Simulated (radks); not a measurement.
Results of a calculation; reference values are marked as such.
Valence configurations of the promethium ion Pm3+ (all share [Xe]). Code: a radial shooting solver on a logarithmic mesh with Libxc functionals. Model: scalar-relativistic Kohn-Sham, SCAN, spin-polarised, spherical densities, finite nucleus; open shells are filled with parallel spins first (spin-orbit coupling, left out, can overturn this in heavy ions); meta-GGA in the generalised Kohn-Sham scheme; Fermi nuclear charge, rms radius 4.962 fm. Energies are relative to 4f4; eigenvalues in eV for spin up.

| valence | E (eV) | moment (Bohr magnetons) | e(4f) | e(5d) | e(6p) |
|---|---|---|---|---|---|
| 4f4 | 0.000 | 4 | -32.815 | - | - |
| 4f3.5 5d0.5 | 4.866 | 4 | -36.121 | -25.351 | - |
| 4f3.5 6p0.5 | 9.159 | 4 | -38.175 | - | -18.187 |
| 4f3 5d1 | 10.853 | 4 | -39.555 | -26.455 | - |
| 4f3 6p1 | 20.166 | 4 | -43.732 | - | -19.678 |
| 4f2.5 5d0.5 6p1 | 28.150 | 4 | -47.403 | -30.226 | -20.019 |
| 4f2 6p2 | 48.852 | 4 | -55.439 | - | -22.104 |

NIST lists [Xe] 4f4 as the ground configuration; this level of theory agrees among the configurations tried. The energies are those of spherical high-spin densities, not of single terms. No valid solution was reached for [Xe] 4f3 6s1; [Xe] 4f2 6s2; [Xe] 4f3.5 6s0.5.
